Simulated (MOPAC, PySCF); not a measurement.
Scan of H6SSi2, singlet: bend at the central S, local threefold symmetry of each SiH3 group. Scanned: Si-S-Si angle. Other coordinates (S-Si length, H-Si-S angle, Si-H length) were minimised at B3LYP/def2-TZVP.

Levels of theory: RMP2/6-31G* = restricted MP2 (frozen core)/6-31G*, spherical d (PySCF); RKS-BP86/6-31G* = PySCF with restricted BP86/6-31G*, spherical d; PM7, restricted, heats of formation (MOPAC); wB97X-V/def2-TZVP, density fitting (PySCF).

Energies relative to the lowest point of each profile, in kJ/mol; the last columns give the difference from wB97X-V:

```
a / °   RMP2/6-31G*  RKS-BP86/6-31G*   PM7  wB97X-V  RMP2/6-31G* − wB97X-V  RKS-BP86/6-31G* − wB97X-V  PM7 − wB97X-V
------  -----------  ---------------  ----  -------  ---------------------  -------------------------  -------------
180           113.3            105.9  86.2    109.7                    3.6                       -3.8          -23.5
172.50        110.7            103.6  83.1    107.4                    3.3                       -3.8          -24.4
165           103.1             97.0  74.7    100.9                    2.2                       -3.9          -26.3
157.50         91.5             86.7  62.6     90.7                    0.8                       -4.0          -28.1
150            77.0             73.7  48.7     77.7                   -0.7                       -4.0          -29.0
142.50         61.1             59.0  34.4     63.1                   -2.0                       -4.0          -28.7
135            45.0             44.1  21.2     48.0                   -3.0                       -3.9          -26.8
127.50         30.1             30.1  10.1     33.5                   -3.4                       -3.4          -23.3
120            17.3             17.8   2.6     20.5                   -3.3                       -2.7          -17.9
112.50          7.4              8.3   0.0     10.0                   -2.6                       -1.7          -10.0
105             1.2              2.0   3.7      2.7                   -1.5                       -0.7            1.0
97.50           0.0              0.0  15.4      0.0                    0.0                        0.0           15.4
90              6.1              3.9  37.0      4.1                    1.9                       -0.3           32.8
```

RMP2/6-31G* is furthest from wB97X-V at 180 (3.6 kJ/mol, above); its mean absolute difference over the points is 2.2 kJ/mol.

RKS-BP86/6-31G* is furthest from wB97X-V at 150 (-4.0 kJ/mol, below); its mean absolute difference over the points is 2.8 kJ/mol.

PM7 is furthest from wB97X-V at 90 (32.8 kJ/mol, above); its mean absolute difference over the points is 22.1 kJ/mol.
